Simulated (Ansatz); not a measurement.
CH6Cl2O2Si2 can be A, `CO[Si@H](Cl)[Si@H](O)Cl`, or B, `O[SiH2]C[Si](O)(Cl)Cl`.

Computed with Ansatz on PBE0-D4/def2-TZVP structures; ΔE is electronic, products minus reactants. CCSD(T)/CBS adds triple-zeta CCSD(T) − MP2 to the extrapolated MP2 energy (def2 sets, frozen cores). Functionals use def2-TZVPP. One conformer a species, not always the lowest.

Q: Which is lower in electronic energy at CCSD(T)/CBS, and by how much? (Best estimate.)

A: Computed: B, by 32.8 kcal/mol.

Q: Give E(B) − E(A) in kcal/mol with HF/def2-TZVPP, PBE-D4, MP2/def2-TZVPP, CCSD(T)/def2-TZVPP, r2SCAN-D4, CCSD/def2-TZVPP, PBE0-D4. (Estimate.)

A: The calculation gave: HF/def2-TZVPP -28.2, PBE-D4 -28.6, MP2/def2-TZVPP -35.7, CCSD(T)/def2-TZVPP -32.5, r2SCAN-D4 -32.1, CCSD/def2-TZVPP -32.1, PBE0-D4 -30.6. None reverses the order clearly.

Largest T1 diagnostic: 0.011.

In def2-TZVPP, CCSD(T) changes the Hartree–Fock value by −4.3 kcal/mol (the triples alone add −0.4 kcal/mol) and MP2 by −7.5 kcal/mol. The D4 term adds −1.7 kcal/mol with B3LYP and −0.8 kcal/mol with PBE0; it sums over pairs of atoms, weighted by their polarisabilities, and B3LYP, whose exchange is more repulsive, gets the larger term.

B3LYP here is the variant with VWN-RPA as its local correlation; programs differ in this.
